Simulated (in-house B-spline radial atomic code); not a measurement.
Computed with a B-spline radial atomic code. Model: two electrons, singlet ground state, non-relativistic, full CI in B-splines with partial waves to l = 8 (at full coupling up to 3e-4 hartree above the limit, correlation up to 0.6 % small), density held at that of full coupling by Lieb maximisation.

W(λ) is the mean repulsion in the state of coupling λ less the Hartree energy of the fixed density. Its start is exact exchange, its initial slope is twice the second-order Görling-Levy correlation energy, and its area from 0 to 1 is E_xc. A straight curve means weak, dynamic correlation, and a curve that drops fast and flattens means strong correlation.

Command:
```bash
python run_ac.py task.json out
```
Settings (lengths in bohr, energies in hartree):
```
potential              gauss
strength               6.87
lmax                   8
second                 1.37
```

Cost of the run: 26 s on 1 thread of Intel(R) Xeon(R) Processor @ 2.30GHz, with other jobs on the host.

**W = mean repulsion less Hartree energy, and W of three functionals.**

Given: confinement Gaussian well; well depth 6.87 hartree; well width 1.37 bohr; external potential -V exp(-r^2/w^2).

Computed: PBE exchange minus exact 43.659 millihartree; SCAN exchange minus exact 5.5904 millihartree.

| coupling | W xc (hartree) | W xc minus exchange (millihartree) | kinetic minus Kohn-Sham (millihartree) | LDA (PW92) W minus its exchange (millihartree) | PBE W minus its exchange (millihartree) | SCAN W minus its exchange (millihartree) |
| --- | --- | --- | --- | --- | --- | --- |
| 0 | -1.0652 | 0 | 0 | 0 | 0 | 0 |
| 0.02 | -1.0672 | -1.914 | 0.02 | -12.09 | -3 | -1.88 |
| 0.05 | -1.07 | -4.753 | 0.12 | -24.79 | -7.37 | -4.64 |
| 0.12 | -1.0765 | -11.237 | 0.67 | -47.5 | -17 | -10.87 |
| 0.25 | ? | ? | ? | ? | ? | ? |
| 0.4 | -1.1006 | -35.319 | 6.86 | -108 | -50.18 | -33.61 |
| 0.6 | -1.1161 | -50.877 | 14.62 | -139.07 | -70.26 | -48.21 |
| 0.8 | -1.1305 | -65.221 | 24.64 | -164.98 | -88.2 | -61.68 |
| 1 | -1.1437 | -78.475 | 36.55 | -187.34 | -104.43 | -74.18 |
| 1.4 | -1.1674 | -102.14 | 64.83 | -224.71 | -132.89 | -96.72 |
| 2 | -1.1971 | -131.81 | 114.97 | -268.7 | -168.17 | -125.58 |
| 3 | -1.2352 | -169.98 | 209.41 | -322.95 | -213.77 | -163.97 |
| 4.5 | -1.2756 | -210.31 | 358.67 | -379.69 | -263.38 | -206.36 |
| 7 | ? | ? | ? | ? | ? | ? |
| 10 | -1.3502 | -284.96 | 867.21 | -489.61 | -363.3 | -288.72 |

Q: What belongs in the row 0.25?

A: W xc (hartree): -1.088; W xc minus exchange (millihartree): -22.773; kinetic minus Kohn-Sham (millihartree): 2.8; LDA (PW92) W minus its exchange (millihartree): -79.28; PBE W minus its exchange (millihartree): -33.3; SCAN W minus its exchange (millihartree): -21.81.

Q: What belongs in the row 7?

A: W xc (hartree): -1.3184; W xc minus exchange (millihartree): -253.18; kinetic minus Kohn-Sham (millihartree): 600.64; LDA (PW92) W minus its exchange (millihartree): -441.52; PBE W minus its exchange (millihartree): -319.09; SCAN W minus its exchange (millihartree): -253.34.

Q: What is the LDA exchange minus exact?

A: 156.28 millihartree.

**Energy parts, natural occupations and partial-wave weights.**

Computed: total energy -5.6112 hartree; exchange energy -1.0652 hartree; initial slope twice GL2 -0.096093 hartree; kinetic part over minus potential part 0.46581; Hartree energy 2.1305 hartree; Kohn-Sham kinetic 2.6246 hartree; Lieb Oxford ratio E_xc over LDA exchange 1.2181.

| natural | occupation of the shell (electrons) |
| --- | --- |
| s | 1.9858 |
| p | 0.012344 |
| s | 0.0010759 |
| d | 0.00046595 |
| p | ? |
| f | 5.8558e-05 |

Q: What belongs in the row p?

A: occupation of the shell (electrons): 0.00012924.

```
wave      weight
   s     0.99347
   p   0.0062409
   d           ?
   f  3.2852e-05
   g  7.4028e-06
```

Q: What belongs in the row d?

A: weight: 0.00024613.

Q: What is the kinetic part of the DFT correlation energy?

A: 0.036554 hartree.

Q: What is the correlation energy?

A: -0.041921 hartree.

Half-way to full coupling W has made 55 % of its drop, against 50 % for a straight line, and second-order (GL2) theory, half the initial slope, overshoots the correlation energy by about 15 %: a moderate bend, as in light atoms. Over couplings 0 to 1 the errors in E_xc come to about +82 millihartree for LDA, +28 millihartree for PBE, +7.7 millihartree for SCAN, so SCAN is nearest. In LDA and PBE the errors of exchange and correlation have opposite signs, so the sum is smaller than the larger of the two.
